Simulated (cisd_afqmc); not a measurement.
System: Ge, charge 0, triplet.

Phaseless AFQMC (cisd_afqmc on Ansatz's integrals) in cc-pVTZ, frozen core: how the trial state and the time step act. The spread is the standard deviation of the local energy over walkers; bars are one sigma, widened where a walk drifts.

```
trial  step (1/Eh)  walkers x blocks averaged  spread (Eh)          energy (Eh)
-----  -----------  -------------------------  -----------  -------------------
CISD         0.005                      50600        0.006  -2075.4284 ± 0.0001
CISD        0.0025                      51600        0.005  -2075.4284 ± 0.0001
HF           0.005                     154200        0.056  -2075.4251 ± 0.0004
```

CCSDTQ in the same basis (Ansatz) gives -2075.4285 Eh.
